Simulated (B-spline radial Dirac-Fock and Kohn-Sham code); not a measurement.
Dipole and non-dipole photoemission parameters of S 3p1/2

System: the S atom, 1s2 2s2 2p6 3s2 3p4; threshold 9.80 eV (orbital energy of the model). Level of theory: Dirac-Hartree-Slater photoionisation with a Latter tail; cross sections with all multipoles, angular parameters from the dipole term and its interference with E2; an atomic code on a B-spline grid.

| hν (eV) | σ (kb) | β | γ | δ |
| --- | --- | --- | --- | --- |
| 60 | 241 | 1.007 | 0.004 | -0.008 |
| 64.4 | 241 | 1.108 | -0.005 | -0.006 |
| 80 | 215 | 1.331 | -0.020 | -0.002 |
| 85.5 | 202 | 1.380 | -0.022 | -0.001 |
| 107 | 157 | 1.499 | -0.019 | 0.001 |
| 164 | 80.7 | 1.604 | 0.014 | 0.005 |
| 200 | 55.5 | 1.617 | 0.040 | 0.006 |
| 230 | 41.9 | 1.616 | 0.062 | 0.007 |
| 257 | 33.3 | 1.611 | 0.081 | 0.008 |
| 284 | 26.9 | 1.603 | 0.100 | 0.008 |
| 300 | 23.9 | 1.597 | 0.111 | 0.009 |
| 326 | 19.8 | 1.586 | 0.129 | 0.010 |
| 367 | 15.1 | 1.568 | 0.156 | 0.011 |
| 400 | 12.4 | 1.552 | 0.177 | 0.012 |
| 501 | 7.15 | 1.502 | 0.235 | 0.015 |
| 601 | 4.50 | 1.453 | 0.287 | 0.018 |
| 914 | 1.44 | 1.313 | 0.414 | 0.029 |
| 1000 | 1.12 | 1.279 | 0.443 | 0.032 |
| 1160 | ? | ? | ? | ? |
| 1220 | 0.626 | 1.199 | 0.507 | 0.041 |
| 3190 | 0.0298 | 0.770 | 0.794 | 0.117 |
| 4230 | 0.0114 | 0.649 | 0.869 | 0.152 |
| 5840 | 0.00368 | 0.524 | 0.958 | 0.200 |
| 6000 | 0.00334 | 0.514 | 0.966 | 0.205 |
| 8110 | 0.00112 | 0.410 | 1.052 | 0.260 |
| 9020 | 0.000760 | 0.377 | 1.082 | 0.282 |
| 12000 | 0.000262 | 0.299 | 1.168 | 0.346 |

Question: Give the values at 1160 eV.

Answer: σ = 0.727 kb, β = 1.220, γ = 0.491, δ = 0.039.

Values without a named source are computed, but for edge energies of neutral atoms, which are taken from tables.
